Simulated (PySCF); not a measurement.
Does the answer move with the share of exact exchange?

Species: 1,1-dibromoethane, C₂H₄Br₂.
SMILES: `CC(Br)Br`

PySCF, def2-SVPD basis, density fitting, gas phase, PBE0-D3(BJ)/def2-SVP geometry; singlet excitations by full TDDFT with frozen cores, triplets by Tamm–Dancoff TDDFT and ionisation energies by ΔSCF, from the lowest of the holes tried. One functional is left out:

```json
{"functional": "LDA", "exact exchange (%)": "0", "HOMO energy (eV)": "-6.88", "LUMO energy (eV)": "-2.17", "lowest singlet excitation (eV)": "5.03", "lowest triplet excitation (eV)": "4.54", "dipole moment (D)": "1.956", "mean polarisability (au)": "73.1", "vertical ionisation energy (eV)": "9.99"}
{"functional": "PBE", "exact exchange (%)": "0", "HOMO energy (eV)": "-6.74", "LUMO energy (eV)": "-2.00", "lowest singlet excitation (eV)": "5.05", "lowest triplet excitation (eV)": "4.49", "dipole moment (D)": "1.906", "mean polarisability (au)": "72.9", "vertical ionisation energy (eV)": "9.80"}
{"functional": "B3LYP", "exact exchange (%)": "20", "HOMO energy (eV)": "-7.74", "LUMO energy (eV)": "-1.30", "lowest singlet excitation (eV)": "5.38", "lowest triplet excitation (eV)": "4.78", "dipole moment (D)": "1.938", "mean polarisability (au)": "70.9", "vertical ionisation energy (eV)": "10.09"}
{"functional": "BHandHLYP", "exact exchange (%)": "50", "HOMO energy (eV)": "-9.11", "LUMO energy (eV)": "-0.09", "lowest singlet excitation (eV)": "5.85", "lowest triplet excitation (eV)": "5.15", "dipole moment (D)": "2.007", "mean polarisability (au)": "68.4", "vertical ionisation energy (eV)": "10.29"}
```

Task: Predict the row of PBE0 (25 % exact exchange) by straight lines through the other rows, and check it.

Result: 
```tsv
property	line	computed	computed − line	B3LYP (20 %), for comparison
HOMO energy (eV)	-7.96	-8.00	-0.04	-7.74
LUMO energy (eV)	-1.09	-1.05	+0.04	-1.30
lowest singlet excitation (eV)	5.45	5.55	+0.10	5.38
lowest triplet excitation (eV)	4.84	4.88	+0.04	4.78
dipole moment (D)	1.963	1.971	+0.008	1.938
mean polarisability (au)	70.6	70.0	-0.6	70.9
vertical ionisation energy (eV)	10.10	10.14	+0.04	10.09
```
